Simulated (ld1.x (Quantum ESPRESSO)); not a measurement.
The numbers below are computed, except where a source is named.
## Potentials for Ge (Z = 32) compared

Generated with ld1.x 7.5 (TM, RRKJ, ultrasoft, PAW), atompaw 4.2 or ONCVPSP 4.0.1. The cutoff is in Ry: for ld1.x and atompaw files where the sum of valence levels is converged to 10 mRy in a Bessel basis, for ONCV files where the hardest occupied wave has 1 mHa per electron of residual kinetic energy. The error is the largest all-electron minus pseudo excitation energy over each file’s own four to seven test configurations (ionisations up to +4, promotions, holes and added fractions of an electron), all of which were solved. The labels leave out finer settings (local radius, basis sizes, second energies), which also bear on the numbers. Spin-polarised tests are not counted. The rows are a selection from randomly drawn settings: files with unsolved tests, undetermined cutoffs or missed reference levels are left out.

A true bound ghost makes a file unfit for plane-wave use even where its test errors are small: the radial tests pick states by their node count and pass the ghost by.

| potential | cutoff (Ry) | largest error (meV) | bound ghosts |
| --- | --- | --- | --- |
| TM, LDA (PZ), scalar-relativistic, rc 1.90/1.65 (sp), local smoothed, core correction yes, reference 4s1.75 4p2.25 | 18 | -162 | none |
| TM, PBE, scalar-relativistic, rc 1.45/1.95 (sp), local smoothed, core correction yes, reference 4s2 4p0 | 35 | -91 | none |
| PAW, PBE, scalar-relativistic, rc 1.65/2.45 (sp), local smoothed, core correction yes, reference 4s2 4p1.5 | 12 | -300 | none |
| RRKJ, LDA (PZ), scalar-relativistic, rc 1.40/1.55 (sp), local s, core correction no, reference 4s2 4p0.5 | 40 | +25 | p |
| PAW, LDA (PZ), scalar-relativistic, rc 1.95/2.00/1.45 (spd), local smoothed, core correction yes, reference 3d10 4s2 4p1.5 | 55 | -11 | none |

(1) Fill in the row for Ge: PAW, BLYP, scalar-relativistic, rc 2.15/2.45/1.00 (spd), local smoothed, core correction yes, reference 3d10 4s2 4p1.75.

(2) Fill in the row for Ge: TM, PBEsol, non-relativistic, rc 1.30/2.45 (sp), local s, core correction yes, reference 4s1.5 4p2.5.

(3) Fill in the row for Ge: TM, LDA (PZ), scalar-relativistic, rc 1.65/2.00 (sp), local s, core correction no, reference 4s2 4p0.5.

Answers

(1) cutoff 160 Ry, largest error +420 meV, bound ghosts: s.

(2) cutoff 45 Ry, largest error -201 meV, bound ghosts: p.

(3) cutoff 30 Ry, largest error +194 meV, bound ghosts: none.
